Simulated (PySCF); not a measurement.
Species: C8H7O2S (charge -1).
Cartesian coordinates in Å at the GFN2-xTB level; atoms count from 1:
```
atom  x, y, z in Å
O1    -0.5156    1.9201   -1.5136
C2    -1.2187    1.7120   -0.5286
O3    -2.1729    2.3362   -0.0690
C4    -0.8695    0.3661    0.3009
C5     0.5026   -0.0940    0.2103
C6     1.2549   -0.2678   -0.9144
C7     2.5857   -0.6608   -0.6563
C8     2.8536   -0.7913    0.6665
S9     1.4699   -0.4277    1.6354
C10   -1.9929   -0.6446    0.2976
C11   -1.6705    0.1194    1.5416
H12    0.8574   -0.0735   -1.8928
H13    3.3165   -0.8382   -1.4293
H14    3.7710   -1.0722    1.1476
H15   -1.7361   -1.6967    0.2521
H16   -2.8924   -0.3833   -0.2416
H17   -1.2023   -0.4058    2.3652
H18   -2.3496    0.9086    1.8302
```

The geometry is computed with GFN2-xTB (gas phase).

Take the most abundant isotopes and a rigid rotor. The values belong to one conformer with, in the numbering `[O:1]=[C:2]([O-:3])[C:4]1([c:5]2[cH:6][cH:7][cH:8][s:9]2)[CH2:10][CH2:11]1`, O1–C2–C4–C5 27°, C2–C4–C5–C6 -49°.

Problem. What are A, B and C (GHz)?

Solution. Ia = 275.03, Ib = 671.62, Ic = 818.73 u·Å²; 505379 MHz·u·Å²/I gives 1838, 752.5 and 617.3 MHz, that is A = 1.8375, B = 0.7525, C = 0.6173 GHz.

Problem. What kind of rotor is it?

Solution. An asymmetric top; Ray's κ = -0.778.

Problem. Is it planar, by Δ = Ic − Ia − Ib?

Solution. Not planar: Δ = Ic − Ia − Ib = -127.92 u·Å². For a rigid frame Δ = −2 Σ m c², so Σ m c² = 63.96 u·Å² lies off the ab plane: 10.25 from hydrogen and 53.71 from heavier atoms. The atom farthest from that plane is 2.17 Å away.

Problem. Give the other two planar moments, Paa and Pbb, and the rms extents of the mass along the axes.

Solution. Paa = Σ m a² = (Ib + Ic − Ia)/2 = 607.66 and Pbb = Σ m b² = (Ia + Ic − Ib)/2 = 211.07 u·Å². With the mass M = 167.02 u, the rms extents √(P/M) along a, b and c are 1.91, 1.12, 0.62 Å.

Problem. List the rotational levels J(Ka,Kc) to J = 2 (K).

Solution. Above 0(0,0), as E/k:
J = 1: 1(0,1) 0.066, 1(1,1) 0.118, 1(1,0) 0.124
J = 2: 2(0,2) 0.197, 2(1,2) 0.243, 2(1,1) 0.262, 2(2,1) 0.418, 2(2,0) 0.419

Whether it is a minimum is left open (no frequencies). No vibrational averaging or centrifugal distortion is included, and the geometry carries the error of its method.
